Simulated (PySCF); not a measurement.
A simulated first-order isotropic EPR spectrum at 9.556 GHz has these lines.

Lines, field (mT) (relative intensity): 335.33 (1), 336.48 (3), 337.62 (6), 338.76 (10), 339.90 (12), 341.04 (12), 342.19 (10), 343.33 (6), 344.47 (3), 345.61 (1)

What is g?

The pattern is symmetric about 340.47 mT, so g = hν/(μB·B0) = 9556/(13.99624 × 340.47) = 2.0053, a shift of +3.0 × 10⁻³ from the free-electron value.

Which couplings and how many nuclei make this pattern?

The first two lines at either end are about 1.14 mT apart, which is the smallest coupling, and their intensity ratio 1:3 counts the nuclei that share it. In full: a 1:3:6:10:12:12:10:6:3:1 decet of 1.14 mT (32 MHz), from 3 nuclei of spin 3/2. Check: Σ 2nI·a is the distance from the first to the last line, 10.28 mT.

The radical has the formula SiCl3. Propose a structure, and say which nuclei carry the couplings.

The pattern alone needn't single out one isomer; the structure behind this simulation is `Cl[Si](Cl)Cl` [radical], numbered [Cl:1][Si:2]([Cl:3])[Cl:4]. 1.14 mT: 35Cl at Cl1/Cl3/Cl4 (1 bond from Si2; computed sign +). The Mulliken spin populations are largest on Si2 (+0.71), Cl1 (+0.10), Cl4 (+0.10) and Cl3 (+0.10). No atom but Si2 exceeds +0.15. The angles at Si2 add up to 327.5°, so it is pyramidal.

Computed with UKS B3LYP, IGLO-III on Cl Si, non-relativistic, mean-field spin-orbit, GIAO (PySCF 2.14.0). Geometry: PBE0-D3(BJ)/def2-SVP; no solvent, vibrations or thermal averaging. No stability test was run, so a lower SCF solution isn't excluded.

Class means assume fast exchange of nuclei equivalent by connectivity; if that motion is slow, each nucleus keeps its own coupling.

Main isotope only: 35Cl (natural samples also hold 24 % 37Cl, magnetic too, which adds its own pattern).

First-order positions only. To second order lines move to lower field by a²/(2B0)·[J(J+1) − M²], with J the total spin of the equivalent nuclei and M its projection: up to 0.05 mT for the 1.14 mT coupling at this field, and inner lines split by J.

Rare isotopes and splittings under 0.04 mT were left out of the simulation.
